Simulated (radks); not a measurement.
Values are calculated unless marked as measured or tabulated.
Ionisation of the calcium ion Ca4+, [Ne] 3s2 3p4, to Ca5+, [Ne] 3s2 3p3, under several functionals. Non-relativistic Kohn-Sham, spin-polarised, spherical densities, point nucleus; open shells are filled with parallel spins first; a radial shooting solver on a logarithmic mesh with Libxc functionals.

functional                                      E(Ca4+) (hartree)  Exc (hartree)  IE (eV)  -e(HOMO) (eV)  <r> HOMO (bohr)  IE error (eV)
revTPSS                                                -672.36133      -34.26167   83.812         75.461            1.170         -0.528
Tao-Mo meta-GGA                                        -672.40042      -34.30645   83.813         75.409            1.170         -0.527
BLYP                                                   -672.59070      -34.49705   84.065         75.443            1.169         -0.275
BP86                                                   -672.62577      -34.53710   84.255         75.705            1.166         -0.085
Wu-Cohen GGA                                           -672.02484      -33.92267   84.101         75.579            1.166         -0.239
PW91                                                   -672.55882      -34.46788   84.176         75.664            1.167         -0.164
SOGGA                                                  -671.38517      -33.26678   83.830         75.354            1.167         -0.510
AM05                                                   -670.88954      -32.75709   84.010         75.509            1.168         -0.330
TPSS                                                   -672.58684      -34.49771   83.920         75.547            1.169         -0.420
LDA (Slater exchange, Perdew-Wang correlation)         -670.71256      -32.57318   84.404         75.792            1.167         +0.064

NIST Atomic Spectra Database: 84.3 eV (semi-empirical). Closest: LDA (Slater exchange, Perdew-Wang correlation). The Delta-SCF values span 0.59 eV, the total energies 1.91 hartree. The highest occupied level is 3p. Open shells are spherical and high-spin; term and fine-structure splittings are not resolved.
